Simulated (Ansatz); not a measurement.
Reactions of H$_{4}$SSeSi, SMILES `S[SiH2][SeH]`.

Program: Ansatz. Geometries: PBE0-D4/def2-TZVP. ΔE: electronic, gas phase. CCSD(T)/CBS adds triple-zeta CCSD(T) − MP2 to the extrapolated MP2 energy (def2 sets, frozen cores). This one scheme is used for every species. DFT in def2-TZVPP. Open shells (•) are unrestricted, without spin–orbit coupling. def2 core potentials past Kr. For Ge, Se, Sn outer-core shells are correlated without core-valence functions, which leaves a few kJ/mol of doubt a bond. Scalar relativity is left out up to krypton. One conformer a species, not always the lowest.

```csv
reaction,PBE0-D4 (kcal/mol),ωB97M-V (kcal/mol),CCSD(T)/CBS(def2) (kcal/mol)
`S[SiH2][SeH]` + H₂O → `O[SiH2][SeH]` + H₂S,-6.5,-9.1,-8.0
`S[SiH2][SeH]` + `[OH][GeH]([SiH3])[SH]` → `[OH][GeH]([SH])[SeH]` + `[SiH3][SiH2]S`,3.0,4.0,4.0
`S[SiH2][SeH]` + HCl → `Cl[SiH2][SeH]` + H₂S,-7.0,-8.4,-7.9
`S[SiH2][SeH]` → H₂Se + `[SiH]S`,55.7,52.0,54.2
`S[SiH2][SeH]` + CH₃OH → `CO[SiH2]S` + H₂Se,-5.4,-8.4,-7.3
`S[SiH2][SeH]` + `[SiH3]Cl` → `Cl[SiH2][SeH]` + `[SiH3]S`,1.2,1.1,1.2
`S[SiH2][SeH]` + CH₃SH → `CS[SiH2][SeH]` + H₂S,-1.1,-0.9,-1.2
`S[SiH2][SeH]` + CH₃OH → `CO[SiH2][SeH]` + H₂S,-5.8,-8.5,-8.2
`S[SiH2][SeH]` → `[SH]`• + `[SiH2][SeH]`•,87.8,91.0,90.8
`S[SiH2][SeH]` + `S=C[SiH2][SnH3]` → `S=C[SiH2][SeH]` + `S[SiH2][SnH3]`,1.3,1.0,1.0
```

Largest T1 diagnostic: 0.016, for `[SiH]S`.
